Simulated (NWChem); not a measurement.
System: CCl3F; SMILES ClC(F)(Cl)Cl

NWChem input:

```
start job
memory heap 200 mb stack 900 mb global 1100 mb
geometry units angstroms noautosym nocenter noautoz
  F      0.000000     0.000000     1.581889
  C      0.000000     0.000000     0.255563
  Cl     1.316118    -1.035361    -0.308385
  Cl    -1.554708    -0.622112    -0.308385
  Cl     0.238589     1.657472    -0.308385
end
basis spherical
  * library def2-svp
end
dft
  xc pbe0
  iterations 150
end
cosmo
  do_cosmo_smd true
  solvent hexane
end
task dft energy
```

Excerpt of the output:

```
             Northwest Computational Chemistry Package (NWChem) 7.3.0
             --------------------------------------------------------

                             Geometry "geometry" -> ""
                             -------------------------

 Output coordinates in angstroms (scale by  1.889725989 to convert to a.u.)

  No.       Tag          Charge          X              Y              Z
 ---- ---------------- ---------- -------------- -------------- --------------
    1 F                    9.0000     0.00000000     0.00000000     1.58188900
    2 C                    6.0000     0.00000000     0.00000000     0.25556300
    3 Cl                  17.0000     1.31611800    -1.03536100    -0.30838500
    4 Cl                  17.0000    -1.55470800    -0.62211200    -0.30838500
    5 Cl                  17.0000     0.23858900     1.65747200    -0.30838500

 Effective nuclear repulsion energy (a.u.)     367.5523268694

                                 NWChem DFT Module
                                 -----------------

 Summary of "ao basis" -> "ao basis" (spherical)
 ------------------------------------------------------------------------------
       Tag                 Description            Shells   Functions and Types
 ---------------- ------------------------------  ------  ---------------------
 F                          def2-svp                 6       14   3s2p1d
 C                          def2-svp                 6       14   3s2p1d
 Cl                         def2-svp                 8       18   4s3p1d

 in cosmo_initialize ...
 calling solv_data for solv:hexane

 solvent parameters
 solvname_short: hexane
 solvname_long:  n-hexane
 dielec:        1.8819
 dielecinf:     1.8903
 nonaqueous SMD model solvent descriptors
 dielec:        1.8819
 sola:          0.0000
 solb:          0.0000
 solc:          0.0000
 solg:         25.7500
 solh:          0.0000
 soln:          1.3749

          ---------------
          -cosmo- solvent
          ---------------
 Cosmo: York-Karplus, doi: 10.1021/jp992097l
 dielectric constant -eps-     =   1.88
 screen = (eps-1)/(eps    )    =   0.46862
 surface charge correction     = lagrangian

   van der Waals surface
 --------------------------

 ---------- ATOMIC COORDINATES (A.U.) ------------ VDWR(ANG.) --
     1    0.00000000    0.00000000    2.98933675     1.730
     2    0.00000000    0.00000000    0.48294404     1.850
     3    2.48710239   -1.95654859   -0.58276315     2.380
     4   -2.93797211   -1.17562121   -0.58276315     2.380
     5    0.45086783    3.13216791   -0.58276315     2.380
 number of segments per atom =        128
 number of   points per atom =        128
 atom (   nspa,  nppa )
 ----------------------
    1 (     60,     0 )       0
    2 (      0,     0 )       0
    3 (     85,     0 )       0
    4 (     84,     0 )       0
    5 (     86,     0 )       0
 number of -cosmo- surface points =      315
 molecular surface =    149.762 angstrom**2
 molecular volume  =    147.067 angstrom**3
 -lineq- algorithm             =   0
 -bem- low  level              =   3
 -bem- from -octahedral-
 gaussian surface charge width =   4.50000
 degree of switching           =   1.00000
 switching function tolerance  =   0.00010
 atomic radii =
 --------------
    1  9.000  1.730
    2  6.000  1.850
    3 17.000  2.380
    4 17.000  2.380
    5 17.000  2.380
 ...... end of -cosmo- initialization ......

 nat:                     5
 ixmem:                  1509
 calling mnsol_interface()
 G(SMD-CDS) energy (kcal/mol)  =    -2.475
 SMD-CDS SASA (angstrom**2)    =   134.944

            General Information
            -------------------
          SCF calculation type: DFT
          Wavefunction type:  closed shell.
          No. of atoms     :     5
          No. of electrons :    66
           Alpha electrons :    33
            Beta electrons :    33
          Charge           :     0
          Spin multiplicity:     1
          Use of symmetry is: off; symmetry adaption is: off
          Maximum number of iterations: 150
          AO basis - number of functions:    82
                     number of shells:    36
          Convergence on energy requested:  1.00D-06
          Convergence on density requested:  1.00D-05
          Convergence on gradient requested:  5.00D-04

              XC Information
              --------------
                         PBE0 Method XC Functional
                     Hartree-Fock (Exact) Exchange  0.250
          PerdewBurkeErnzerhof Exchange Functional  0.750
            Perdew 1991 LDA Correlation Functional  1.000 local
           PerdewBurkeErnz. Correlation Functional  1.000 non-local

             Grid Information
             ----------------
          Grid used for XC integration:  medium
          Radial quadrature: Mura-Knowles
          Angular quadrature: Lebedev.
          Tag              B.-S. Rad. Rad. Pts. Rad. Cut. Ang. Pts.
          ---              ---------- --------- --------- ---------
          F                   0.50       49           7.0       434
          C                   0.70       49           7.0       434
          Cl                  1.00       88           8.0       590
          Grid pruning is: on
          Number of quadrature shells:   362
          Spatial weights used:  Erf1

      Superposition of Atomic Density Guess
      -------------------------------------

 Sum of atomic energies:       -1514.88787949

      Non-variational initial energy
      ------------------------------

 Total energy =   -1516.110140
 1-e energy   =   -2828.253329
 2-e energy   =     944.590862
 HOMO         =      -0.375469
 LUMO         =       0.072692

   convergence    iter        energy       DeltaE   RMS-Dens  Diis-err
 ---------------- ----- ----------------- --------- --------- ---------
     COSMO gas phase
 d= 0,ls=0.0,diis     1  -1517.1660020286 -1.88D+03  2.71D-02  1.92D+00
 d= 0,ls=0.0,diis     2  -1516.6802466343  4.86D-01  1.80D-02  6.77D+00
 d= 0,ls=0.0,diis     3  -1517.3952812121 -7.15D-01  1.49D-03  4.94D-03
 d= 0,ls=0.0,diis     4  -1517.3955180315 -2.37D-04  6.12D-04  3.70D-03
 d= 0,ls=0.0,diis     5  -1517.3958854661 -3.67D-04  1.19D-04  3.66D-04
  Resetting Diis
 d= 0,ls=0.0,diis     6  -1517.3959136555 -2.82D-05  1.93D-05  2.83D-06
 d= 0,ls=0.0,diis     7  -1517.3959140038 -3.48D-07  4.65D-06  8.61D-08

   convergence    iter        energy       DeltaE   RMS-Dens  Diis-err
 ---------------- ----- ----------------- --------- --------- ---------
     COSMO solvation phase
 d= 0,ls=0.0,diis     1  -1517.4000721265 -4.16D-03  9.56D-05  7.89D-06
 d= 0,ls=0.0,diis     2  -1517.4000730059 -8.79D-07  2.91D-05  7.29D-06
 d= 0,ls=0.0,diis     3  -1517.4000737748 -7.69D-07  7.80D-06  7.77D-07

         Total DFT energy =    -1517.400073774754
      One electron energy =    -2827.700014499674
           Coulomb energy =     1042.769955887328
    Exchange-Corr. energy =     -100.040607434285
 Nuclear repulsion energy =      367.552326869426

             COSMO energy =        0.018265402451

 Numeric. integr. density =       65.999999540807

                                COSMO-SMD solvation results
                                ---------------------------

             internal energy in gas <Psi(g)|H|Psi(g)> =     -1517.395914003811
         internal energy in solvent <Psi(s)|H|Psi(s)> =     -1517.395912342883
                               delta internal energy  =         0.000001660928 (    0.00 kcal/mol)
   total free energy in solvent <Psi(s)|H+V/2|Psi(s)> =     -1517.396128852095
 polarization energy contribution <Psi(s)|V/2|Psi(s)> =        -0.000216509212 (   -0.14 kcal/mol)
    total free energy in solvent including G(SMD-CDS) =     -1517.400073774754
                       G(SMD-CDS) energy contribution =        -0.003944922659 (   -2.48 kcal/mol)
     1 M fixed-concentration free energy of solvation =        -0.004159770943 (   -2.61 kcal/mol)

                       DFT Final Molecular Orbital Analysis
                       ------------------------------------

 Vector   31  Occ=2.000000D+00  E=-3.450014D-01
              MO Center=  2.6D-02,  5.4D-01, -2.5D-01, r^2= 3.6D+00
   Bfn.  Coefficient  Atom+Function         Bfn.  Coefficient  Atom+Function
  ----- ------------  ---------------      ----- ------------  ---------------
    77      0.426013  5 Cl pz                74      0.324133  5 Cl pz
    76      0.250153  5 Cl py                59     -0.230601  4 Cl pz
    40      0.223189  3 Cl py                58      0.220012  4 Cl py
    41     -0.195439  3 Cl pz                71      0.186143  5 Cl pz
    73      0.184230  5 Cl py                56     -0.175450  4 Cl pz

 Vector   32  Occ=2.000000D+00  E=-3.449974D-01
              MO Center= -2.5D-02, -5.4D-01, -2.5D-01, r^2= 3.6D+00
   Bfn.  Coefficient  Atom+Function         Bfn.  Coefficient  Atom+Function
  ----- ------------  ---------------      ----- ------------  ---------------
    41      0.379166  3 Cl pz                59     -0.358741  4 Cl pz
    38      0.288488  3 Cl pz                56     -0.272950  4 Cl pz
    57      0.242166  4 Cl px                39      0.239017  3 Cl px
    75      0.212166  5 Cl px                54      0.179444  4 Cl px
    36      0.177555  3 Cl px                35      0.165673  3 Cl pz

 Vector   33  Occ=2.000000D+00  E=-3.306162D-01
              MO Center=  2.0D-04, -3.8D-04, -3.0D-01, r^2= 4.0D+00
   Bfn.  Coefficient  Atom+Function         Bfn.  Coefficient  Atom+Function
  ----- ------------  ---------------      ----- ------------  ---------------
    75      0.390551  5 Cl px                58      0.366374  4 Cl py
    40     -0.310222  3 Cl py                72      0.296575  5 Cl px
    55      0.278219  4 Cl py                39     -0.244106  3 Cl px
    37     -0.235577  3 Cl py                36     -0.185370  3 Cl px
    69      0.169469  5 Cl px                52      0.158980  4 Cl py

 Vector   34  Occ=0.000000D+00  E=-2.234197D-02
              MO Center= -2.8D-05,  2.7D-05, -2.5D-01, r^2= 3.2D+00
   Bfn.  Coefficient  Atom+Function         Bfn.  Coefficient  Atom+Function
  ----- ------------  ---------------      ----- ------------  ---------------
    17      0.979797  2 C  s                 16      0.622378  2 C  s
    76      0.578854  5 Cl py                57     -0.542946  4 Cl px
    23     -0.508467  2 C  pz                39      0.459621  3 Cl px
    32     -0.423545  3 Cl s                 50     -0.423529  4 Cl s
    68     -0.423564  5 Cl s                 40     -0.361582  3 Cl py

 Vector   35  Occ=0.000000D+00  E= 3.024898D-02
              MO Center=  2.5D-01, -1.3D-01,  6.6D-03, r^2= 2.7D+00
   Bfn.  Coefficient  Atom+Function         Bfn.  Coefficient  Atom+Function
  ----- ------------  ---------------      ----- ------------  ---------------
    21      0.677948  2 C  px                22     -0.637366  2 C  py
    32     -0.570547  3 Cl s                 39      0.530750  3 Cl px
    18      0.486801  2 C  px                19     -0.457632  2 C  py
    40     -0.390161  3 Cl py                76     -0.347046  5 Cl py
    68      0.328870  5 Cl s                 58      0.309660  4 Cl py

 Vector   36  Occ=0.000000D+00  E= 3.025680D-02
              MO Center= -2.5D-01,  1.3D-01,  6.6D-03, r^2= 2.7D+00
   Bfn.  Coefficient  Atom+Function         Bfn.  Coefficient  Atom+Function
  ----- ------------  ---------------      ----- ------------  ---------------
    22      0.677875  2 C  py                21      0.637263  2 C  px
    57      0.594667  4 Cl px                76      0.555595  5 Cl py
    50      0.519229  4 Cl s                 19      0.486822  2 C  py
    68     -0.468889  5 Cl s                 18      0.457665  2 C  px
    59      0.274760  4 Cl pz                77     -0.248095  5 Cl pz

     Multipole analysis of the density
     ---------------------------------

     L   x y z        total         alpha         beta         nuclear
     -   - - -        -----         -----         ----         -------
     0   0 0 0     -0.000000    -33.000000    -33.000000     66.000000

     1   1 0 0      0.000128      0.000080      0.000080     -0.000032
     1   0 1 0      0.000058      0.000045      0.000045     -0.000032
     1   0 0 1     -0.124067     -0.102421     -0.102421      0.080774

     2   2 0 0    -34.483150   -144.917017   -144.917017    255.350884
     2   1 1 0      0.000277      0.000143      0.000143     -0.000010
     2   1 0 1      0.000321      0.000151      0.000151      0.000019
     2   0 2 0    -34.483408   -144.917174   -144.917174    255.350939
     2   0 1 1     -0.000166     -0.000092     -0.000092      0.000019
     2   0 0 2    -35.766377    -67.455626    -67.455626     99.144875
```

Level: PBE0/def2-SVP, SMD on the gas-phase geometry. Structure relaxed at the PBE0/def2-SVP level. Solvent: n-hexane.
